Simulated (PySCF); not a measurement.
Compound: H9NSSi3.
SMILES with atom numbers: `[SiH3:1][NH:2][SiH2:3][S:4][SiH3:5]` (hydrogens: H6, H7, H8 on Si1; H9 on N2; H10, H11 on Si3; H12, H13, H14 on Si5)

Geometry (GFN2-xTB, Å), atoms numbered from 1 in this order:
```
atom  x, y, z in Å
Si1   -3.0525    0.2113    0.0978
N2    -1.3908    0.6074    0.3936
Si3   -0.0052   -0.1967   -0.2140
S4     1.6325    0.7916    0.7632
Si5    3.3210   -0.2142   -0.0701
H6    -3.8284    1.3002    0.6848
H7    -3.3826   -1.0766    0.7139
H8    -3.2261    0.1127   -1.3504
H9    -1.2111    1.3265    1.0750
H10    0.1282   -0.0245   -1.6577
H11    0.0242   -1.6133    0.1415
H12    4.4491    0.4385    0.5685
H13    3.2309   -1.6329    0.2534
H14    3.3101   -0.0307   -1.5163
```

Computed, not measured: PySCF, TDDFT PBE0/def2-SVPD, vertical, gas phase, core orbitals frozen in the response.

Computed states:

```json
{"state": "S1", "E (eV)": "5.66", "f": "0.0017"}
{"state": "S2", "E (eV)": "5.83", "f": "0.0017"}
{"state": "S3", "E (eV)": "5.93", "f": "0.013"}
{"state": "S4", "E (eV)": "6.24", "f": "0.0000"}
{"state": "S5", "E (eV)": "6.40", "f": "0.0005"}
{"state": "S6", "E (eV)": "6.77", "f": "0.0005"}
{"state": "S7", "E (eV)": "6.88", "f": "0.0002"}
{"state": "S8", "E (eV)": "7.13", "f": "0.011"}
```

Each state is given a Gaussian of 0.5 eV full width at half maximum, with ε(max) = 2.175×10⁸ f / Δν̃ (Δν̃ the width in cm⁻¹). The width is an assumption, not a result. The curve ends short of the highest state used, and states not computed would add to its high-energy end.

Q: What does the envelope look like, and where are its maxima?

A: 
(λ (nm), ε (L mol⁻¹ cm⁻¹)): (189.8, 65), (190.9, 69), (192.1, 79), (193.2, 95), (194.4, 120), (195.5, 152), (196.6, 193), (197.8, 248), (198.9, 307), (200.0, 374), (201.2, 454), (202.3, 529), (203.5, 611), (204.6, 681), (205.7, 743), (206.9, 797), (208.0, 831), (209.2, 851), (210.3, 853), (211.4, 838), (212.6, 806), (213.7, 764), (214.8, 713), (216.0, 650), (217.1, 588), (218.3, 519), (219.4, 457), (220.5, 397), (221.7, 337), (222.8, 286), (224.0, 237), (225.1, 198), (226.2, 163), (227.4, 131), (228.5, 106), (229.6, 86), (230.8, 67), (231.9, 53), (233.1, 41), (234.2, 32), (235.3, 25), (236.5, 19), (237.6, 14), (238.8, 11), (239.9, 8), (241.0, 6), (242.2, 4), (243.3, 3), (244.5, 2), (245.6, 2), (246.7, 1), (247.9, 1), (249.0, 1), (250.1, 0), (251.3, 0), (252.4, 0)

Maxima: 210 nm (5.91 eV), ε about 850, made up of S2 (10%) and S3 (84%) (ε in L mol⁻¹ cm⁻¹; maxima over ε = 5, shares over 10%).

Q: On this curve, what absorbance would a 10⁻⁴ mol/L sample give at 193 nm over a 1 cm path?

A: 193 nm is 6.424 eV, where ε is about 92 L mol⁻¹ cm⁻¹, so A = ε c l ≈ 0.0092 (Beer–Lambert, with the gas-phase spectrum and the assumed width).

Q: What would ε be at 5.91 eV, the highest of these maxima, with half the width (0.25 eV)?

A: About 1560 L mol⁻¹ cm⁻¹ against 854, a factor of about 1.8; a lone state at its own centre would give exactly 2.

Q: Coming from long wavelengths, where does ε first pass 100 L mol⁻¹ cm⁻¹?

A: At about 229 nm (5.42 eV), 0.24 eV below S1.

One conformer stands for the species.
